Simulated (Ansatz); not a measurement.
A run for Ansatz (a program for electronic structure): R-wB97M-V/def2-TZVPPD on H7PSi (a complex), monomers drawn apart or pushed together. Files ending in .json are basis or fitting sets from the Basis Set Exchange.

Ansatz 0.2 input:
```yaml
crystal:
  periodic: [false, false, false]
  atoms:
    - {symbol: Si, position_ang: [-0.13344965, 0.05215528, 0.16521351]}
    - {symbol: H, position_ang: [-1.49452903, -0.35409565, 0.58001905]}
    - {symbol: H, position_ang: [-0.06494790, 0.10308216, -1.31344277]}
    - {symbol: H, position_ang: [0.85174509, -0.93032241, 0.66899718]}
    - {symbol: H, position_ang: [0.17409128, 1.39002023, 0.71758852]}
    - {symbol: P, position_ang: [-0.30602346, -0.07575906, 3.86276910]}
    - {symbol: H, position_ang: [0.86662103, 0.29358005, 3.15564492]}
    - {symbol: H, position_ang: [-0.54342623, -1.20943611, 3.04407376]}
    - {symbol: H, position_ang: [-1.14125079, 0.76539658, 3.08413120]}
basis:
  gaussian:
    orbitals: def2-TZVPPD.json
hamiltonian:
  xc: {name: wB97M-V}
scf: {lower_state_search: off}
```

It printed:

```
WARN ansatz: RAYON_NUM_THREADS=1 ignored (pool sized by the plan → 1); use --threads N
Functional definition: wB97M-V
these checks for a lower state are left out or cut short: stability, starts, cluster_reference, orbital_swaps, neighbouring_geometries, increment
integrals: 0.17 GiB planned
1048 factors; their error is unknown
integrals: 0.20 GiB planned
322 factors; integrals over basis functions are off by at most 1.3e-5 eV
mean field: 1.33 GiB planned
mean field evaluation 1: about -17277.8302 eV, gradient 9.4e0 eV
mean field evaluation 2: about -17278.1816 eV, gradient 3.2e0 eV
mean field evaluation 4: about -17278.2174 eV, gradient 2.0e-1 eV
mean field evaluation 8: about -17278.2246 eV, gradient 4.3e-2 eV
mean field evaluation 16: about -17278.2246 eV, gradient 3.9e-6 eV
mean field -17278.22463705 eV, -634.9630438104 hartree, gradient 3.9e-6 eV, S^2 0.000000; 0 other end points of the search recorded, 0 dependent functions left out
reference -17278.22469305 eV, -634.9630458684 hartree; 18, 18 occupied and 197, 197 virtual orbitals, 1048 factors
Total energy: -17278.22469305 eV, -634.9630458684 hartree
Checks for a lower state left out: stability, starts, cluster_reference, orbital_swaps, neighbouring_geometries, increment
```

Self-consistency was reached.

Cost: about 5 core-seconds (a rough figure).
